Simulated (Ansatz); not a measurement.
Geometry optimisation, Ansatz 0.2.0, RKS B3LYP/def2-SVP.

The input (input.yaml):

```yaml
crystal:
  periodic: [false, false, false]
  atoms:
    - { symbol: F, position_ang: [-0.76453, -1.43572, 1.27846] }
    - { symbol: Si, position_ang: [-0.90997, -0.0622, 0.35705] }
    - { symbol: Se, position_ang: [1.52979, 0.70475, 0.11767] }
    - { symbol: H, position_ang: [-0.85347, -0.81504, -0.92773] }
    - { symbol: H, position_ang: [0.99819, 1.60821, -0.82545] }
total_charge: -1
basis:
  gaussian: { orbitals: def2-SVP }
hamiltonian:
  xc: b3lyp
relax:
  f_tol: 0.015
  max_steps: 40
output:
  orbitals: {}
```

Command:

```bash
$ ansatz run input.yaml --threads 1 --pin off --max-ram 2048MiB --backend cpu --events-out ev --progress --plain --runs-dir out
```

Q: Where does it end, and by what steps?

A: The forces met the threshold. Limits of this set-up: an anion without diffuse functions, the dipole of an ion depends on the origin. After 11 steps the energy has fallen by 0.361 eV; H5 moved furthest, 0.89 Å.

```json
{"step": "0", "energy less start (eV)": "0.0000", "largest force component (eV/Å)": "1.173", "accepted": "yes"}
{"step": "1", "energy less start (eV)": "-0.1193", "largest force component (eV/Å)": "0.554", "accepted": "yes"}
{"step": "2", "energy less start (eV)": "-0.1418", "largest force component (eV/Å)": "0.447", "accepted": "yes"}
{"step": "3", "energy less start (eV)": "-0.1588", "largest force component (eV/Å)": "0.219", "accepted": "yes"}
{"step": "4", "energy less start (eV)": "-0.1757", "largest force component (eV/Å)": "0.150", "accepted": "yes"}
{"step": "5", "energy less start (eV)": "-0.1811", "largest force component (eV/Å)": "0.712", "accepted": "yes"}
{"step": "6", "energy less start (eV)": "-0.2682", "largest force component (eV/Å)": "0.174", "accepted": "yes"}
{"step": "7", "energy less start (eV)": "-0.3282", "largest force component (eV/Å)": "0.125", "accepted": "yes"}
{"step": "8", "energy less start (eV)": "-0.3510", "largest force component (eV/Å)": "0.318", "accepted": "yes"}
{"step": "9", "energy less start (eV)": "-0.3570", "largest force component (eV/Å)": "0.130", "accepted": "yes"}
{"step": "10", "energy less start (eV)": "-0.3596", "largest force component (eV/Å)": "0.108", "accepted": "yes"}
{"step": "11", "energy less start (eV)": "-0.3613", "largest force component (eV/Å)": "0.009", "accepted": "yes"}
```

```xyz
5
Properties=species:S:1:pos:R:3
F -0.704 -0.992 1.499
Si -1.000 -0.121 0.073
Se 1.286 0.531 -0.614
H -0.851 -1.308 -0.931
H 1.270 1.891 -0.027
```

The run took 31 s on 1 CPU thread of a shared host.
